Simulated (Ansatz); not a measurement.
```yaml
crystal:
  periodic: [false, false, false]
  atoms:
    - {symbol: O, position_ang: [1.489143, -1.040915, 0.502932]}
    - {symbol: Si, position_ang: [0.197119, -0.660297, -0.140432]}
    - {symbol: O, position_ang: [-0.908757, -1.395351, 0.559712]}
    - {symbol: F, position_ang: [0.177578, -1.051042, -1.557357]}
    - {symbol: Si, position_ang: [-0.015261, 1.474844, -0.050407]}
    - {symbol: Cl, position_ang: [-1.795785, 1.840659, -0.617397]}
    - {symbol: H, position_ang: [1.611209, -1.875991, 0.762089]}
    - {symbol: H, position_ang: [-1.715150, -1.381168, 0.202077]}
    - {symbol: H, position_ang: [0.122443, 1.949637, 1.221359]}
    - {symbol: H, position_ang: [0.837468, 2.139634, -0.882578]}
basis:
  gaussian: {orbitals: "6-31G*"}
hamiltonian: {xc: {name: PBE0-DH}}
output: {forces: true}
```

```sh
$ ansatz run in.yaml --threads 4 --pin off --events-out ev --progress --plain --max-ram 10444MiB
```

It prints (some lines left out):

```
Functional definition: PBE0-DH
997 factors; integrals over basis functions are off by at most 9.8e-4 eV
mean field evaluation 1: about -35125.2884 eV, gradient 5.9e1 eV
mean field evaluation 2: about -35125.7699 eV, gradient 6.0e1 eV
mean field evaluation 4: about -35131.3347 eV, gradient 2.6e0 eV
mean field evaluation 8: about -35131.3780 eV, gradient 2.7e-1 eV
mean field evaluation 16: about -35131.3782 eV, gradient 5.0e-5 eV
mean field -35131.37817114 eV, -1291.0543348861 hartree, gradient 3.2e-6 eV, S^2 0.000000; 0 other end points of the search recorded, 0 dependent functions left out
18 core orbitals not correlated: weight in the atoms' cores, before any rotation towards them, 1.000 or more for the frozen orbitals, at most 0.000 for the correlated occupied ones
reference -35131.37819000 eV, -1291.0543355790 hartree; 19, 19 occupied and 73, 73 virtual orbitals, 997 factors
second order -26.48899226 eV of doubles, -0.00000000 eV of singles
Total energy: -35134.68931403 eV, -1291.1760171429 hartree
Atom 0 at     1.489143    -1.040915     0.502932 Å, force     5.509806     2.946858     1.608536 eV/Å
Atom 1 at     0.197119    -0.660297    -0.140432 Å, force    -0.177760     4.386264     0.520791 eV/Å
Atom 2 at    -0.908757    -1.395351     0.559712 Å, force    -0.568165    -3.335222     5.226115 eV/Å
Atom 3 at     0.177578    -1.051042    -1.557357 Å, force    -0.161871    -1.975491    -7.319534 eV/Å
Atom 4 at    -0.015261     1.474844    -0.050407 Å, force     1.719637    -0.426220     0.527051 eV/Å
Atom 5 at    -1.795785     1.840659    -0.617397 Å, force    -4.608567     1.074801    -1.458367 eV/Å
Atom 6 at     1.611209    -1.875991     0.762089 Å, force     1.120925    -5.118402     1.766619 eV/Å
Atom 7 at    -1.715150    -1.381168     0.202077 Å, force    -5.199584    -0.170693    -1.913434 eV/Å
Atom 8 at     0.122443     1.949637     1.221359 Å, force     0.404494     1.099557     2.804613 eV/Å
Atom 9 at     0.837468     2.139634    -0.882578 Å, force     1.961084     1.518548    -1.762389 eV/Å
Dipole moment:     0.013073    -0.348164     0.141228 e Å
```

It took 4.5 s on 4 threads of an Arm Neoverse V2 on a shared host, with 0.27 GiB of host memory at the peak.
